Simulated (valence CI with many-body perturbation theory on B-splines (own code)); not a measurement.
Values are calculated unless marked as measured or tabulated.
**A CI+MBPT run for Cs⁵⁺**

Level of theory: valence CI with perturbative core correlation (CI+MBPT): four valence electrons over a frozen Dirac-Fock core [Kr] 4d10, radial functions for each j: 11 s, 11 p, 9 d, 7 f, 5 g, 2 h, 1 i, with the one-electron correlation potential Σ1 (screened to all orders), the two-electron term Σ2, the three-electron term Σ3, Breit, model QED; selected single and double excitations, second order for the rest, scaled by the run's own slope (own B-spline code, finite nucleus).

Command, and the settings that its task file holds:

```sh
python run_cv.py task.json out
```

```
atom Cs  Z=55  mass_number=133  rms_radius_fm=4.8041
core [Kr] 4d10
valence 5s2 5p2
avg = 1
basis = L
breit = 1
cap = 40000
capref = 1200
cscale = 1
de = 0.0
dress = 0
eps = 2e-08
extrap = 1
h = 0.27
hh = 1
l2 = 3
lcore = 6
maxit = 60
n2 = 5
natural = 1
nlev = 60
nno = [7, 7, 6, 5, 4, 2, 1]
nroot = 26
nsp = [4, 4, 3, 2, 1, 0, 0]
pt2 = 1
qed = 1
rpa = 1
s1 = 1
s2 = 1
s3 = 1
screen = 1
tol = 2e-05
whole = 1
```

(1) Roughly how long does this run take on one core of Intel(R) Xeon(R) Processor @ 2.30GHz, and how much memory?

Log. The first blocks belong to the next ion, which gives the ionisation energy. Fields: 2J, parity (1 odd), roots, reference size, generating configurations, candidates as configurations/state functions, variational space P, stored matrix elements, Davidson steps; e2 is the range of second-order energies in hartree. The first line gives the box (bohr), its intervals, the orbitals and the steps of their self-consistent field. Window is the range of levels sought, series limit the energy at which the first omitted orbital would enter, core excitation an estimate of the first excitation out of the core, left out the lowest levels not solved, and shifts from estimates the range by which levels moved from their first estimate, all in cm⁻¹.

```
rmax 19.6 intervals 64 orbitals 81 references ['5s2 5p2', '5s 5p3', '5s2 5p 5d', '4f 5s2 5p'] scf 8 t 2.8
2J=1 par=1 roots 2 ref 32 generators 11 cand 10976/16854 P 1783/2684 nnz 1.1e+06 it 7
2J=1 par=1 roots 2 ref 32 generators 45 cand 19353/29337 P 3232/5025 nnz 2.8e+06 it 6
   second order: generators 70 cand 20650/31266 e2 -0.00005 -0.00002
reference levels 674, estimated 275, window 285418 1/cm; series limit 428126, core excitation 587073
2J=0 par=0 roots 6 ref 34 generators 33 cand 43558/80981 P 5175/8000 nnz 3.8e+06 it 9
2J=0 par=0 roots 6 ref 34 generators 81 cand 91657/185641 P 11334/19219 nnz 1.5e+07 it 9
   second order: generators 202 cand 159119/338025 e2 -0.00017 -0.00005
2J=2 par=0 roots 8 ref 74 generators 45 cand 58933/254359 P 2617/8000 nnz 5.2e+06 it 9
2J=2 par=0 roots 8 ref 74 generators 117 cand 129715/605489 P 11009/39998 nnz 7.6e+07 it 11
   second order: generators 281 cand 205540/1038430 e2 -0.00026 -0.00008
2J=4 par=0 roots 12 ref 102 generators 60 cand 77666/484617 P 2414/8000 nnz 5.9e+06 it 10
2J=4 par=0 roots 12 ref 102 generators 146 cand 144498/965158 P 9255/40000 nnz 8.5e+07 it 11
   second order: generators 355 cand 246702/1823402 e2 -0.00067 -0.00018
2J=4 par=1 roots 14 ref 61 generators 47 cand 64401/392106 P 2240/7999 nnz 6.6e+06 it 12
2J=4 par=1 roots 14 ref 61 generators 115 cand 125473/817596 P 9037/39992 nnz 9e+07 it 14
   second order: generators 285 cand 208243/1477303 e2 -0.00118 -0.00012
2J=2 par=1 roots 13 ref 52 generators 57 cand 63529/291126 P 2933/8000 nnz 5.8e+06 it 12
2J=2 par=1 roots 13 ref 52 generators 133 cand 134357/663942 P 11467/39999 nnz 7.9e+07 it 11
   second order: generators 330 cand 212720/1124963 e2 -0.00068 -0.00012
2J=6 par=1 roots 10 ref 51 generators 32 cand 49008/401417 P 2278/7993 nnz 6.4e+06 it 14
2J=6 par=1 roots 10 ref 51 generators 88 cand 102570/807264 P 8513/39990 nnz 9.5e+07 it 14
   second order: generators 224 cand 181374/1533096 e2 -0.00091 -0.00028
2J=0 par=1 roots 5 ref 20 generators 30 cand 46308/87380 P 4935/8000 nnz 4.2e+06 it 10
2J=0 par=1 roots 5 ref 20 generators 79 cand 89172/177660 P 11394/19507 nnz 1.7e+07 it 10
   second order: generators 180 cand 163520/347175 e2 -0.00017 -0.00006
2J=6 par=0 roots 7 ref 89 generators 31 cand 48709/372904 P 2115/8000 nnz 6.4e+06 it 8
2J=6 par=0 roots 7 ref 89 generators 90 cand 109939/870013 P 8011/39998 nnz 9.5e+07 it 9
   second order: generators 222 cand 200731/1757194 e2 -0.00065 -0.00032
2J=8 par=0 roots 6 ref 72 generators 27 cand 49232/403079 P 2208/7990 nnz 6.5e+06 it 8
...
2J=8 par=1 roots 6 ref 32 generators 59 cand 80959/676436 P 7634/40000 nnz 1.1e+08 it 12
   second order: generators 137 cand 143719/1285162 e2 -0.00064 -0.00021
2J=10 par=1 roots 4 ref 14 generators 19 cand 35029/285102 P 2170/7999 nnz 6.6e+06 it 5
2J=10 par=1 roots 4 ref 14 generators 45 cand 66805/535967 P 7997/39998 nnz 1.1e+08 it 11
   second order: generators 110 cand 119930/1101020 e2 -0.00043 -0.00011
2J=12 par=1 roots 2 ref 4 generators 14 cand 33418/246247 P 2091/8000 nnz 8e+06 it 7
2J=12 par=1 roots 2 ref 4 generators 25 cand 47843/366639 P 5342/25284 nnz 5.8e+07 it 10
   second order: generators 68 cand 92071/809382 e2 -0.00029 -0.00012
left out: unestimated 398174, estimated 306095, shifts from estimates -71 to 181
operators 5.8
```

The Davidson iterations converged.

Set against measurement, 29 paired levels are off by 322 cm⁻¹ on average, the worst by 678. These come from a selection out of Sansonetti, J. Phys. Chem. Ref. Data 38, 761 (2009). Levels without a partner in it may be off by more, other configurations by several thousand cm⁻¹.

```yaml
Valence_energy: -14.34015 hartree
Ionisation_energy: "70.445 eV (NIST: 69.1 ± 2 eV (theoretical))"
Reference_configurations_for_the_orbitals: 5s2 5p2, 5s 5p3, 5s2 5p 5d, 4f 5s2 5p
Radial_orbitals: 81
Box_radius: 19.65 bohr
Largest_variational_space: 40000
Lowest_levels: 5s²5p² ³P_0 0.000, 5s²5p² ³P_1 1.507, 5s²5p² ³P_2 2.187, 5s²5p² ¹D_2 4.349, 5s²5p² ¹S_0 6.508, 5s5p³ ⁵S°_2 13.205, 5s5p³ ³D°_1 16.316, 5s5p³ ³D°_2 16.476, 5s5p³ ³D°_3 17.090, 5s5p³ ³P°_0 18.906, 5s5p³ ³P°_1 19.104, 5s5p³ ³P°_2 19.179, 5s5p³ ¹D°_2 20.915, 4f5s²5p ³G_3 [a] 21.604 eV
```

Names give the largest LS component (configuration and term), which can be under half, so a name can repeat, a term be missing and a line seem to break the LS rules; names also repeat where a configuration has a term twice. Letters in brackets count levels of one name in rising energy.

## Answers

(1) 7.9 min on 1 thread of Intel(R) Xeon(R) Processor @ 2.30GHz (shared host), peak memory 1.3 GiB.
